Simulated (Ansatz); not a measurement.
CH7BSi, SMILES `BC[SiH3]` (charge 0, multiplicity 1).

Z-matrix (Å, degrees):
```
C
H 1 1.0942
H 1 1.0942 2 110.54
B 1 1.5322 2 114.97 3 -132.13
H 4 1.1981 1 120.62 2 -26.98
H 4 1.1981 5 118.69 1 176.01
Si 1 1.8958 2 104.29 3 111.51
H 7 1.4856 1 110.91 2 61.21
H 7 1.4857 8 108.75 1 -122.22
H 7 1.4860 8 108.79 9 -118.33
```
Charge 0, multiplicity 1.

Frozen-core energies in 6-31g from Ansatz (a program for electronic structure) at a geometry from PBE0-D3(BJ)/def2-TZVP; the HF reference has <S^2> = 0.00 and the T1 diagnostic is 0.010.

| level | energy (Ha) |
|---|---|
| HF | -355.44840 |
| MP2 | -355.64702 |
| CCSD | -355.68959 |

Problem. Estimate the energies of CCSD(T), CCSDT and CCSDT(Q), and give each level's difference from CCSDT(Q).

Solution. 
```json
[
 {"level": "MP2", "energy (Ha)": "-355.64702", "difference from CCSDT(Q) (mHa)": "48.69"},
 {"level": "CCSD", "energy (Ha)": "-355.68959", "difference from CCSDT(Q) (mHa)": "6.12"},
 {"level": "CCSD(T)", "energy (Ha)": "-355.69471", "difference from CCSDT(Q) (mHa)": "1.00"},
 {"level": "CCSDT", "energy (Ha)": "-355.69550", "difference from CCSDT(Q) (mHa)": "0.21"},
 {"level": "CCSDT(Q)", "energy (Ha)": "-355.69571", "difference from CCSDT(Q) (mHa)": "0.00"}
]
```
